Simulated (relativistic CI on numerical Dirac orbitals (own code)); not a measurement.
Calculated at this level of theory: Dirac-Coulomb-Breit CI, KLI orbitals optimised for each configuration, a model potential for QED, unscaled Slater integrals (own radial code, finite nucleus).

The strongest absorption lines from the ground level of an ion, among the configurations computed and to levels below about 3060 eV (vacuum wavelength in Å, gf): 4.4794 (0.53), 4.6196 (1.3), 4.6203 (0.82), 4.6290 (3.2), 4.6353 (0.95), 4.6622 (0.45), 4.7869 (3.3), 4.8063 (1.1).

Question: Which ion is it?
A. Br27+
B. Nb35+
C. Nb33+
D. Nb31+

Answer: C. Nb33+ has 8 electrons and the ground level 2s²2p⁴ ³P2; the strongest line goes to 2s²2p³3d ³D°3. The pattern of lines fixes the number of electrons, and along that sequence the line energies rise steadily with the charge (about as its square where n changes within one kind of shell, about linearly where n is kept but much faster in heavy ions where fine structure, which grows about as Z⁴, sets the gap, and irregularly where shells cross), which fixes Z. Configurations outside the model, such as inner-shell arrays, can give stronger lines. At this charge energies of transitions that change n are usually good to better than 1 %, and those within a shell (Δn = 0) to a few per cent.

LS names give the leading component of a level, which can be under half, so a name can repeat, a term be missing and a line seem to break the LS rules.
